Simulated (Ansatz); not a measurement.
Reaction (isomerisation): `C=[C]([SiH3])[GaH2]` → `[SiH3][Ga]1[CH2][CH2]1`

Computed with Ansatz on PBE0-D4/def2-TZVP structures; ΔE is electronic, products minus reactants. CCSD(T)/CBS adds triple-zeta CCSD(T) − MP2 to the extrapolated MP2 energy (def2 sets, frozen cores). Functionals use def2-TZVPP. For Ga outer-core shells are correlated without core-valence functions, which leaves a few kJ/mol of doubt a bond. Scalar relativity is left out up to krypton.

`C=[C]([SiH3])[GaH2]`:

Cartesian coordinates in Å:
```
C -0.995 0.598 1.077
C -0.158 0.164 0.126
Si 0.551 -1.552 0.204
Ga 0.260 1.426 -1.318
H -1.429 1.598 1.063
H -1.295 -0.021 1.924
H 2.038 -1.497 0.260
H 0.183 -2.321 -1.017
H 0.047 -2.276 1.404
H -0.426 2.838 -1.228
H 1.223 1.043 -2.495
```

`[SiH3][Ga]1[CH2][CH2]1`:

Cartesian coordinates in Å:
```
Si -1.054 -0.577 1.386
Ga -0.659 1.612 0.161
C 0.806 -0.228 -0.727
C 0.874 0.999 -1.355
H -1.816 -1.538 0.528
H 0.080 -1.339 1.993
H -1.967 -0.262 2.527
H 0.181 -1.024 -1.116
H 1.520 -0.506 0.037
H 0.348 1.178 -2.286
H 1.688 1.685 -1.147
```

```json
{"species": "`C=[C]([SiH3])[GaH2]`", "PBE0 energy (Eh)": "-2294.27613"}
{"species": "`[SiH3][Ga]1[CH2][CH2]1`", "PBE0 energy (Eh)": "-2294.27870"}
```

Work out ΔE.

ΔE = (-2294.27870) − (-2294.27613) = -0.00257 Eh = -1.6 kcal/mol. CCSD(T)/CBS gives +2.9 kcal/mol.

Largest T1 diagnostic among the species: 0.016.

In def2-TZVPP, CCSD(T) changes the Hartree–Fock value by −12.1 kcal/mol (the triples alone add −2.3 kcal/mol) and MP2 by −11.2 kcal/mol. From PBE to PBE0 (25 % exact exchange), in def2-TZVPP and without D4, ΔE moves by +4.7 kcal/mol.
